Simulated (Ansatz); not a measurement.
Cartesian coordinates (Å):
```xyz
11

C      2.5382    -0.3783     0.1559
C      1.5413     0.2623    -0.0528
C      0.3910     1.0444    -0.3064
C     -0.8558     0.5828    -0.1890
C     -1.3253    -0.7638     0.2064
F     -1.8713     1.4333    -0.4606
H      3.4176    -0.9443     0.3402
H      0.5288     2.0751    -0.6120
H     -1.9284    -1.2013    -0.5929
H     -1.9566    -0.6958     1.0958
H     -0.4796    -1.4145     0.4154
```
Charge 0, multiplicity 1.

The numbers are results of Ansatz (a quantum-chemistry and plane-wave program) with frozen-core CCSD(T)/cc-pVTZ // B3LYP-D3(BJ)/def2-TZVP, not measurements. The restricted HF reference is unstable towards unrestricted orbitals.

```json
{
 "HF energy": "-291.71060 Ha",
 "MP2 correlation energy": "-1.03857 Ha"
}
```

Task: Estimate the CCSD correlation energy, the (T) correction, the total energy and the T1 diagnostic.

Result: 
| Quantity | Value |
|---|---|
| CCSD correlation energy | -1.06545 Ha |
| (T) correction | -0.04884 Ha |
| CCSD(T) total energy | -292.82490 Ha |
| T1 diagnostic | 0.012 |
